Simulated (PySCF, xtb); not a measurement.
H₂ISi, SMILES I[SiH2] (connectivity only; charge and spin as stated), charge +1, multiplicity 1.

Harmonic wavenumbers (cm⁻¹) from GFN2-xTB run with xtb at its own minimum, in rising order: 402, 478, 621, 693, 2355, 2360.

What does B3LYP-D3(BJ)/def2-TZVP (PySCF 2.14.0) give at its own minimum? (An estimate is asked for; the answer gives what the named calculation found.)

439, 554, 635, 933, 2276, 2332. Paired by order, the mean absolute difference is 79 cm⁻¹ and the zero-point energies are 9.9 and 10.2 kcal/mol.
